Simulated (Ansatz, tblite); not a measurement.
Forces on ScAu4⁺ at its B3LYP-D4/def2-SVP geometry. The state is a singlet with charge 1.

In the def2 sets Au takes a core potential; there is no spin–orbit coupling. The xTB rows come from tblite. The structure comes from a short search, and lower isomers may exist.

GFN1-xTB (tblite), largest force 0.31 eV/Å:

```xyz
5
positions Å, forces eV/Å
Sc   -0.049    0.595    0.627   -0.103    0.252   -0.138
Au    1.503   -0.904   -0.978    0.071   -0.100   -0.070
Au   -0.943   -1.726   -0.399   -0.027   -0.135   -0.036
Au    2.052    1.808   -0.212   -0.109   -0.053    0.163
Au   -2.563    0.227    0.963    0.167    0.037    0.082
```

GFN2-xTB (tblite), largest force 1.10 eV/Å:

```
Sc -0.299 0.667 -0.429
Au -0.333 -0.848 -0.220
Au 0.635 -0.532 -0.397
Au 0.829 0.644 0.330
Au -0.832 0.069 0.716
```

PBE-D4/def2-TZVP (Ansatz), largest force 0.52 eV/Å:

```
Sc 0.044 -0.261 -0.229
Au -0.354 0.267 0.254
Au 0.205 0.454 0.145
Au -0.178 -0.310 -0.020
Au 0.283 -0.150 -0.151
```
